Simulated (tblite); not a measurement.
C5H14OSi2.
Numbering: `[CH3:1][CH2:2][O:3][Si@H:4]([CH3:5])/[CH:6]=[CH:7]\[SiH3:8]` (hydrogens: H9, H10, H11 on C1; H12, H13 on C2; H14 on Si4; H15, H16, H17 on C5; H18 on C6; H19 on C7; H20, H21, H22 on Si8)

Structure used (GFN2-xTB), in Å, numbered top down from 1:
```xyz
22
C5H14OSi2 angstrom
C     -2.504    1.051    0.994
C     -1.870    0.440   -0.245
O     -1.030   -0.614    0.132
Si     0.088   -1.392   -0.754
C      0.874   -2.575    0.497
C      1.350   -0.242   -1.573
C      1.889    0.872   -1.077
Si     1.610    1.656    0.611
H     -3.062    0.292    1.537
H     -3.178    1.854    0.710
H     -1.730    1.446    1.647
H     -2.646    0.055   -0.920
H     -1.292    1.196   -0.790
H     -0.559   -2.122   -1.862
H      0.126   -3.211    0.958
H      1.597   -3.215    0.003
H      1.390   -2.040    1.288
H      1.653   -0.539   -2.574
H      2.589    1.417   -1.708
H      1.115    0.714    1.610
H      0.674    2.781    0.464
H      2.903    2.194    1.054
```

All values are computed: GFN2-xTB (tblite) harmonic vibrations without scaling, gas phase. This tight-binding method is rough: wavenumbers can miss measured ones by several per cent, in bad cases by 10 to 20. Modes of hydrogen on silicon can be 10 to 20 % off. One conformer, not necessarily the lowest.

Harmonic wavenumbers (cm⁻¹): 43.7, 49.5, 74.1, 83.4, 95.1, 107.3, 119.6, 140.9, 205.9, 230.5, 249.4, 307.1, 359.9, 434.0, 521.5, 563.6, 623.0, 638.7, 688.2, 706.3, 733.0, 764.1, 789.3, 791.8, 798.5, 806.6, 827.8, 833.1, 860.3, 971.5, 1000.6, 1096.6, 1144.6, 1149.4, 1203.0, 1265.5, 1345.5, 1347.1, 1371.6, 1398.0, 1476.1, 1485.5, 1487.4, 1490.6, 1494.4, 1632.7, 2138.3, 2195.7, 2216.9, 2296.5, 2884.6, 2911.7, 2956.3, 2981.3, 3043.9, 3045.8, 3048.7, 3049.4, 3053.3, 3059.2.

A = 1297, B = 1170, C = 778.0 MHz; mass 146.058 u (most abundant isotopes); point group C1, symmetry number 1.

What is the zero-point energy?

½Σν̃ = 37344 cm⁻¹ = 106.77 kcal/mol.

Give the ideal-gas entropy at 200 K and 1 bar in the rigid-rotor, harmonic-oscillator model (classical rotation).

Translation 38.89, rotation 28.80, vibration 30.97: S = 98.7 cal/(mol K).

And Cp and H(200 K) − H(0)?

Cp = 36.63 cal/(mol K), of which vibrations give 28.68 (their classical limit is 60 R = 119.2); H(200 K) − H(0) = 4.80 kcal/mol without the zero-point energy, 3.21 from vibrations.

What must be added to the electronic energy to get the Gibbs energy at 200 K and 1 bar?

ZPE + [H(200 K) − H(0)] − T·S = 106.77 + 4.80 − 19.73 = 91.84 kcal/mol.

Blend soft modes into free rotors: weight 1/[1 + (100 cm⁻¹/ν̃)⁴] for the oscillator and the rest for a rotor with moment μB/(μ + B), μ = h/(8π²ν), B = 10⁻⁴⁴ kg m². What vibrational entropy results?

28.33 cal/(mol K) in place of 30.97, which changes −T·S at 200 K by +0.53 kcal/mol.

Which modes carry the vibrational entropy at 200 K?

43.7 cm⁻¹: 4.29; 49.5 cm⁻¹: 4.05; 74.1 cm⁻¹: 3.26; 83.4 cm⁻¹: 3.03; 95.1 cm⁻¹: 2.78; 107.3 cm⁻¹: 2.55 cal/(mol K); the other 54 give 11.01 together.

How do the functions run with temperature in this model?

| T (K) | S (cal/(mol K)) | Cp (cal/(mol K)) | H − H(0) (kcal/mol) | G − H(0) (kcal/mol) | ln q(vib) |
| --- | --- | --- | --- | --- | --- |
| 150 | 89.0 | 31.0 | 3.11 | -10.24 | 5.44 |
| 250 | 107.5 | 42.6 | 6.78 | -20.09 | 9.49 |
| 298.15 | 115.5 | 48.2 | 8.96 | -25.46 | 11.31 |
| 400 | 131.2 | 59.3 | 14.45 | -38.03 | 15.01 |
| 600 | 158.6 | 76.1 | 28.08 | -67.08 | 21.81 |
| 900 | 192.9 | 92.6 | 53.59 | -119.98 | 31.01 |

q(vib) and H(0) count from the zero-point level.

Hindered rotation and anharmonicity are outside this model. Other conformers, if any are populated, would add a mixing term that is left out. The structure is chiral; the term R ln 2 for an equal mix with its mirror image is left out.

The run took 1.8 s wall on one thread of an Arm Neoverse N1 (shared host). This covers the Hessian and the dipole derivatives.
